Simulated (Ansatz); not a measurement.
H4SSiTeZn, SMILES `[ZnH][S][SiH2][TeH]`. The species carries charge 0 and has multiplicity 1. Te: def2 effective core potential.

```tsv
atom	x (Å)	y (Å)	z (Å)
Zn1	0.413	-1.866	-0.220
S2	-1.536	-1.031	0.497
Si3	-0.709	0.879	0.688
Te4	1.531	0.925	-0.509
H5	1.399	-2.964	-0.664
H6	-0.316	1.247	2.072
H7	-1.561	1.953	0.121
H8	0.778	0.858	-1.985
```

Problem. List the harmonic frequencies (cm⁻¹, unscaled) at PBE0-D4/def2-TZVP in Ansatz. (An estimate is asked.)

Solution. Ansatz gave: 45, 76, 145, 261, 312, 347, 400, 415, 432, 563, 583, 688, 791, 943, 1901, 2151, 2217, 2231.

Problem. Is this a minimum?

Solution. Yes, all 18 modes are real.

Problem. Give the ideal-gas thermochemistry at 298.15 K and 1 bar (rigid rotor, harmonic oscillator; point group C1, symmetry number 1).

Solution. Zero-point energy 86.7 kJ/mol; H(298) − E = 109.8 kJ/mol; entropy 388.2 J/(mol·K), of which translation 178.1, rotation 125.0, vibration 85.1; G(298) − E = -6.0 kJ/mol. Modes under 100 cm⁻¹ are hindered rotations or soft bends, so the harmonic entropy is rough.

Problem. And at 400, 500, 600, 800 and 1000 K?

Solution. 
| T (K) | H − E (kJ/mol) | S (J/mol/K) | G − E (kJ/mol) |
| --- | --- | --- | --- |
| 400 | 122.1 | 423.6 | -47.3 |
| 500 | 135.3 | 453.0 | -91.2 |
| 600 | 149.2 | 478.4 | -137.8 |
| 800 | 179.0 | 521.1 | -237.9 |
| 1000 | 210.5 | 556.2 | -345.8 |
